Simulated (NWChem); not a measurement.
A series in which one site is exchanged, each optimised at PBE0/def2-SVP with NWChem, gas phase unless a solvent is named. Some are not confirmed as minima by frequencies. def2 effective core potentials on Sn; no spin-orbit coupling.

A: [CH3][SnH2][F] (CH5FSn; site = Sn)
B: [CH3][GeH2][F] (CH5FGe; site = Ge)
C: C(C)F (C2H5F; site = C)
D: C[SiH2]F (CH5FSi; site = Si)

| quantity | A | B | C | D |
|---|---|---|---|---|
| orbital gap (eV), PBE0/def2-SVP | 8.52 | 9.68 | 11.18 | (withheld) |
| static polarisability, B3LYP/def2-SVPD (bohr³) | 53.5 | 44.3 | 29.1 | (withheld) |
| lowest singlet excitation, B3LYP/def2-SVPD, TDA (eV) | 6.71 | 7.64 | 8.61 | (withheld) |

Question: Some entries are withheld; supply them.

Answer: 
- orbital gap (eV), PBE0/def2-SVP, D: 10.20
- static polarisability, B3LYP/def2-SVPD (bohr³), D: 40.4
- lowest singlet excitation, B3LYP/def2-SVPD, TDA (eV), D: 8.04
